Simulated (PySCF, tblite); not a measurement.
Species: C4H11FO2Si2.
Structure used (GFN2-xTB), in Å, numbered top down from 1:
```xyz
20
C4H11FO2Si2 angstrom
C     -3.2321    0.3013   -1.4952
O     -1.8425    0.1933   -1.4009
Si    -0.8869    0.3838   -0.0964
C     -1.3325   -0.8008    1.3330
Si     1.1204   -0.0948   -1.1288
C      2.4693    0.4380    0.1807
F      2.1525   -0.1714    1.3852
C      3.7725   -0.0113   -0.3193
O      4.3865    0.5206   -1.2090
H     -3.5590    1.3070   -1.2236
H     -3.5179    0.0970   -2.5272
H     -3.7227   -0.4160   -0.8341
H     -1.0412    1.7547    0.4406
H     -2.2441   -0.5041    1.8482
H     -0.5383   -0.8336    2.0724
H     -1.4786   -1.8156    0.9681
H      1.5266    0.6149   -2.3456
H      1.4009   -1.5198   -1.3777
H      2.4358    1.5159    0.3455
H      4.1259   -0.9483    0.1520
```

Computed, not measured: PBE0/pcSseg-1 in PySCF (dipole) on a GFN2-xTB geometry, gas phase.

Masses are those of the commonest isotopes; rigid-rotor values at the optimised geometry. The values belong to one conformer with, in the numbering `[CH3:1][O:2][Si@@H:3]([CH3:4])[SiH2:5][C@@H:6]([F:7])[CH:8]=[O:9]`, C1–O2–Si3–C4 58°, O2–Si3–Si5–C6 169°, Si3–Si5–C6–F7 52°, Si5–C6–C8–O9 76°.

Problem. What are A, B and C (cm⁻¹)?

Solution. Ia = 215.00, Ib = 941.29, Ic = 1102.08 u·Å²; 505379 MHz·u·Å²/I gives 2351, 536.9 and 458.6 MHz, that is A = 0.07841, B = 0.01791, C = 0.01530 cm⁻¹.

Problem. Classify the top.

Solution. A near-prolate asymmetric top; Ray's κ = -0.917.

Problem. Is it planar, by Δ = Ic − Ia − Ib?

Solution. Not planar: Δ = Ic − Ia − Ib = -54.20 u·Å². For a rigid frame Δ = −2 Σ m c², so Σ m c² = 27.10 u·Å² lies off the ab plane: 14.04 from hydrogen and 13.07 from heavier atoms. The atom farthest from that plane is 1.84 Å away.

Problem. List the rotational levels J(Ka,Kc) to J = 2 (MHz).

Solution. Above 0(0,0):
J = 1: 1(0,1) 995, 1(1,1) 2809, 1(1,0) 2888
J = 2: 2(0,2) 2984, 2(1,2) 4722, 2(1,1) 4957, 2(2,1) 10398, 2(2,0) 10401
Those of J = 1 are B + C, A + C and A + B.

Problem. Which lines would a microwave search look for?

Solution. The dipole components are |μa| = 3.78 D, |μb| = 1.32 D, |μc| = 0.04 D. The squared components, which scale the intensities, stand as 1.00 : 0.12 : 0.00 (a : b : c). Some lines, for components of 0.1 D or more:

```
type  branch         J(Ka,Kc)    MHz  lower level (cm⁻¹)
   a       Q  3(1,2) ← 3(1,3)    470               0.253
   a       R  1(0,1) ← 0(0,0)    995               0.000
   b       R  3(0,3) ← 2(1,2)   1239               0.158
   b       Q  1(1,0) ← 1(0,1)   1892               0.033
   a       R  3(1,3) ← 2(1,2)   2867               0.158
   a       R  3(0,3) ← 2(0,2)   2976               0.100
   a       R  3(1,2) ← 2(1,1)   3102               0.165
   b       R  2(1,2) ← 1(0,1)   3726               0.033
   b       R  3(1,3) ← 2(0,2)   4605               0.100
   b       Q  3(2,1) ← 3(1,2)   5338               0.269
   b       Q  2(2,0) ← 2(1,1)   5444               0.165
   b       Q  2(2,1) ← 2(1,2)   5676               0.158
   b       R  2(2,1) ← 1(1,0)   7511               0.096
   b       R  2(2,0) ← 1(1,1)   7591               0.094
   b       Q  3(3,1) ← 3(2,2)   9266               0.446
   b       R  3(3,0) ← 2(2,1)  12253               0.347
```

Problem. Estimate the classical rotational partition function at 100 K, 200 K and 298.15 K.

Solution. Point group C1, symmetry number σ = 1; q = (√π/σ)·√((kT/h)³/(ABC)), k/h = 20836.6 MHz/K: 222000 at 100 K, 627000 at 200 K, 1140000 at 298.15 K.

Its GFN2-xTB frequencies are all real (lowest 27 cm⁻¹). No vibrational averaging or centrifugal distortion is included, and the geometry carries the error of its method. A rigid rotor knows nothing of internal rotation, which can split or shift real lines.
